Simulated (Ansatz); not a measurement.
Ligand-field states of TiCl₃ at its r2SCAN-D4/def2-SVP geometry (relaxed as a doublet).

```csv
atom,x (Å),y (Å),z (Å)
Ti1,-0.002,-0.001,0.008
Cl2,-0.327,-2.139,-0.324
Cl3,1.981,0.729,0.575
Cl4,-1.652,1.410,-0.259
```

CASSCF(1,5) on the Ti 3d shell in def2-TZVP, averaged with equal weights over 5 doublets, then SC-NEVPT2; Ansatz, no spin–orbit coupling. The space holds no ligand orbitals and no second d shell, so covalent complexes are described poorly.

Task: Estimate the states' energies above the lowest.

Result: 
```csv
state,CASSCF (eV),NEVPT2 (eV)
doublet 1,0.00,0.00
doublet 2,0.35,0.46
doublet 3,0.35,0.46
doublet 4,1.69,1.82
doublet 5,1.69,1.82
```
The lowest NEVPT2 state is a doublet. Hardware: 4 threads of Arm Neoverse V1 on a shared host. Wall time 12 s, peak host memory 0.72 GiB.
